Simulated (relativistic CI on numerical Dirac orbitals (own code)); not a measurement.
# Hyperfine structure of Rh²⁷⁺, mass number 103

Calculated at this level of theory: Dirac-Coulomb-Breit CI, separate exchange-only KLI orbitals for each configuration, QED by a radiative potential, unscaled Slater integrals (own radial code, finite nucleus).

Configuration list (outside the closed core [Ne]): 3s2 3p6, 3s2 3p5 3d, 3s 3p6 3d, 3s2 3p5 4s, 3s2 3p5 4p, 3s2 3p5 4d, 3s 3p6 4s, 3p6 3d 4p, 3p6 3d2, 3p5 3d3, 3p5 3d2 4s, 3p5 3d2 4p, 3p5 3d2 4d, 3p6 3d 4s, 3p5 3d 4s2, 3p5 3d 4s 4p, 3p5 3d 4s 4d. Double excitations out of closed p, d and f shells are left out; levels of such configurations are missing from the list, as are those of other unlisted configurations, and high levels can miss mixing partners.

Nuclear spin I = 1/2, μ = -0.08829 μN (tables of Stone and Pyykkö). The electronic factors are computed for point nuclear moments, without core polarisation or the Bohr-Weisskopf and QED corrections.

```csv
Level,E (cm⁻¹),A (MHz)
3s2 3p5 3d 3P°_1,1010131,-2506
3s2 3p5 3d 3F°_3,1052658,-4549
3s2 3p5 3d 3F°_4,1077574,-3055
3s2 3p5 3d 3D°_3,1151606,-2705
3s2 3p5 3d 3D°_1,1227191,1057
3s2 3p5 3d 3F°_2,1301141,-10950
3s2 3p5 3d 1P°_1,1551050,4688
3s 3p6 3d 3D_1,2142643,26350
```

Levels with J = 0, under 50 % of one LS term, or S terms without an open s electron are left out. Small factors come from cancelling terms and can be off by tens of per cent or more.

At this charge energies of transitions that change n are usually good to better than 1 %, and those within a shell (Δn = 0) to a few per cent.

Question: Give the hyperfine levels of 3s2 3p5 3d 3F°_3 relative to its centre of gravity.

Answer: With K = F(F + 1) − I(I + 1) − J(J + 1), E = AK/2: F = 5/2: 9098, F = 7/2: -6824 MHz.

LS names give the leading component of a level, which can be under half, so a name can repeat, a term be missing and a line seem to break the LS rules.
